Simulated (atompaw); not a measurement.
beryllium: PAW (atompaw) pseudisation with PBE, scalar-relativistic reference atom.

Be, PAW, made with atompaw 4.2.0.5 (PBE, scalar-relativistic). Core [He], reference 2s2 2p0. Waves: 2s (bound): rc 3.00 bohr; 2s channel at 0.95 Ry: rc 1.80 bohr; 2p (bound, empty): rc 3.00 bohr; 2p channel at 3.4 Ry: rc 3.00 bohr. Local part: bessel scheme, radius 2.05 bohr. Core correction: smooth core density matched at 2.50 bohr. Augmentation charge: sinc compensation charge, radius 2.70 bohr; PAW radius 3.00 bohr; waves and projectors: custom polynom2 7 10 vanderbiltortho.

All-electron outer shells of the reference configuration (PBE, scalar-relativistic, ld1.x):

| shell | level (eV) | outermost node (bohr) | outermost maximum (bohr) |
| --- | --- | --- | --- |
| 1s | -106.21 | – | 0.27 |
| 2s | -5.61 | 0.59 | 2.04 |
| 2p | -2.02 | – | 2.28 |

Calculated quality:

| Item | Value |
| --- | --- |
| Cutoffs needed | 6 Ry and 12 Ry (the cutoffs (Ry, on a coarse ladder) from which the occupation-weighted sum of valence levels, in a spherical-Bessel basis at the reference potential, stays within 10 and 1 mRy of its value at 400 Ry) |
| Ghost test | no extra level below or beside the all-electron valence levels (s, p, d, f tested) (spherical-Bessel basis up to 400 Ry, 20 bohr box) |
| Lowest eigenvalue of the overlap operator | 0.74 (s channel) |
| Overlap eigenvalues printed by atompaw (projector basis) | 0.127, 0.536, 110, 4.66e+04 |
| Share of each valence orbital outside the PAW sphere | 2s 30 %, 2p 47 % |

Generation and tests took about 0.4 s on one core of a shared server CPU.
